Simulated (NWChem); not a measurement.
All runs are NWChem calculations. System: C2H5N, charge 0, spin multiplicity 1, displaced from the optimised geometry. Level: RHF/cc-pVDZ, spin-restricted.

NWChem printed:

```
             Northwest Computational Chemistry Package (NWChem) 7.3.0
             --------------------------------------------------------

                                NWChem Input Module
                                -------------------

 Scaling coordinates for geometry "geometry" by  1.889725989
 (inverse scale =  0.529177249)

                             Geometry "geometry" -> ""
                             -------------------------

 Output coordinates in angstroms (scale by  1.889725989 to convert to a.u.)

  No.       Tag          Charge          X              Y              Z
 ---- ---------------- ---------- -------------- -------------- --------------
    1 C                    6.0000    -1.10182900     0.34522800     0.00000000
    2 N                    7.0000     0.03540500    -0.54481100     0.00000000
    3 C                    6.0000     1.19759200    -0.04733400     0.00000000
    4 H                    1.0000    -1.72936800     0.13391300    -0.88239000
    5 H                    1.0000    -1.72936800     0.13391300     0.88239000
    6 H                    1.0000    -0.77222000     1.69329600     0.00000000
    7 H                    1.0000     1.39871500     1.04547700     0.00000000
    8 H                    1.0000     2.07574800    -0.71067300     0.00000000

 Effective nuclear repulsion energy (a.u.)      71.1179071916

            Nuclear Dipole moment (a.u.)
            ----------------------------
        X                 Y               Z
 ---------------- ---------------- ----------------
     0.1245707372     0.5094946930     0.0000000000


 Summary of "ao basis" -> "" (spherical)
 ------------------------------------------------------------------------------
       Tag                 Description            Shells   Functions and Types
 ---------------- ------------------------------  ------  ---------------------
 *                          cc-pvdz                   on all atoms

 Summary of "ao basis" -> "ao basis" (spherical)
 ------------------------------------------------------------------------------
       Tag                 Description            Shells   Functions and Types
 ---------------- ------------------------------  ------  ---------------------
 C                          cc-pvdz                  6       14   3s2p1d
 N                          cc-pvdz                  6       14   3s2p1d
 H                          cc-pvdz                  3        5   2s1p
[...]
              MO Center=  2.0D-01, -2.0D-01,  1.1D-15, r^2= 2.0D+00
   Bfn.  Coefficient  Atom+Function         Bfn.  Coefficient  Atom+Function
  ----- ------------  ---------------      ----- ------------  ---------------
    20      0.377114  2 N  pz                34      0.354521  3 C  pz
    23      0.287085  2 N  pz                37      0.264859  3 C  pz
     6     -0.180907  1 C  pz                43      0.169121  4 H  s
    48     -0.169121  5 H  s

 Vector   12  Occ=2.000000D+00  E=-3.994704D-01
              MO Center= -2.9D-02, -4.7D-02, -1.3D-15, r^2= 2.4D+00
   Bfn.  Coefficient  Atom+Function         Bfn.  Coefficient  Atom+Function
  ----- ------------  ---------------      ----- ------------  ---------------
    19      0.454296  2 N  py                22      0.382242  2 N  py
    53     -0.227599  6 H  s                  5     -0.208176  1 C  py
    17     -0.198930  2 N  s                 54     -0.191063  6 H  s
    58     -0.161958  7 H  s

 Vector   13  Occ=0.000000D+00  E= 1.586561D-01
              MO Center=  6.4D-01, -1.7D-01,  9.9D-14, r^2= 2.5D+00
   Bfn.  Coefficient  Atom+Function         Bfn.  Coefficient  Atom+Function
  ----- ------------  ---------------      ----- ------------  ---------------
    37      0.703122  3 C  pz                23     -0.587022  2 N  pz
    20     -0.373485  2 N  pz                34      0.358649  3 C  pz
    44     -0.329716  4 H  s                 49      0.329716  5 H  s
     9     -0.159261  1 C  pz

 Vector   14  Occ=0.000000D+00  E= 1.807642D-01
              MO Center= -7.3D-01,  1.0D+00,  1.5D-13, r^2= 4.9D+00
   Bfn.  Coefficient  Atom+Function         Bfn.  Coefficient  Atom+Function
  ----- ------------  ---------------      ----- ------------  ---------------
     3      1.587202  1 C  s                 54     -1.019493  6 H  s
    31      0.693847  3 C  s                 44     -0.636058  4 H  s
    49     -0.636058  5 H  s                 59     -0.563243  7 H  s
     8      0.490297  1 C  py                64     -0.365662  8 H  s
    36      0.232810  3 C  py                 5      0.216499  1 C  py

 Vector   15  Occ=0.000000D+00  E= 2.203392D-01
              MO Center=  1.3D+00,  5.9D-02,  8.8D-14, r^2= 6.5D+00
   Bfn.  Coefficient  Atom+Function         Bfn.  Coefficient  Atom+Function
  ----- ------------  ---------------      ----- ------------  ---------------
    31      1.876700  3 C  s                 64     -1.434120  8 H  s
    59     -1.168308  7 H  s                  3     -0.945820  1 C  s
    44      0.585151  4 H  s                 49      0.585151  5 H  s
    35      0.535342  3 C  px                54      0.320088  6 H  s
     7      0.293343  1 C  px                21     -0.189485  2 N  px

 center of mass
 --------------
 x =   0.03874628 y =  -0.07641089 z =   0.00000000

 moments of inertia (a.u.)
 ------------------
          41.598990046471          25.986016374138           0.000000000000
          25.986016374138         165.309183014612           0.000000000000
           0.000000000000           0.000000000000         195.699248521809

  Mulliken analysis of the total density
  --------------------------------------

    Atom       Charge   Shell Charges
 -----------   ------   -------------------------------------------------------
    1 C    6     5.97   2.00  0.66  0.45  1.91  0.87  0.08
    2 N    7     7.32   2.00  0.78  0.81  2.27  1.42  0.05
    3 C    6     5.92   2.00  0.68  0.42  1.92  0.80  0.09
    4 H    1     0.94   0.75  0.16  0.03
    5 H    1     0.94   0.75  0.16  0.03
    6 H    1     1.00   0.64  0.34  0.02
    7 H    1     0.97   0.75  0.19  0.03
    8 H    1     0.94   0.75  0.16  0.03

       Multipole analysis of the density wrt the origin
       ------------------------------------------------

     L   x y z        total         open         nuclear
     -   - - -        -----         ----         -------
     0   0 0 0     -0.000000      0.000000     24.000000

     1   1 0 0      0.185052      0.000000      0.124571
     1   0 1 0      0.438063      0.000000      0.509495
     1   0 0 1     -0.000000      0.000000      0.000000

     2   2 0 0    -11.880433      0.000000    102.636608
     2   1 1 0      0.094308      0.000000    -16.216410
     2   1 0 1      0.000000      0.000000      0.000000
     2   0 2 0    -16.119860      0.000000     26.095429
     2   0 1 1     -0.000000      0.000000      0.000000
     2   0 0 2    -14.968807      0.000000      5.560948

 Task  times  cpu:        1.8s     wall:        1.8s

 Total times  cpu:        1.9s     wall:        1.9s
```

**Question.** Write an NWChem input that would produce this output.

**Answer.** Several could match; the one computed here: 
```
start mol
memory heap 200 mb stack 900 mb global 1100 mb
geometry units angstroms nocenter noautoz noautosym
  C     -1.101829     0.345228     0.000000
  N      0.035405    -0.544811     0.000000
  C      1.197592    -0.047334     0.000000
  H     -1.729368     0.133913    -0.882390
  H     -1.729368     0.133913     0.882390
  H     -0.772220     1.693296     0.000000
  H      1.398715     1.045477     0.000000
  H      2.075748    -0.710673     0.000000
end
basis spherical
  * library cc-pvdz
end
scf
  rhf
  nopen 0
  maxiter 100
  thresh 1e-7
  semidirect memsize 60000000 filesize 0
end
task scf energy
```
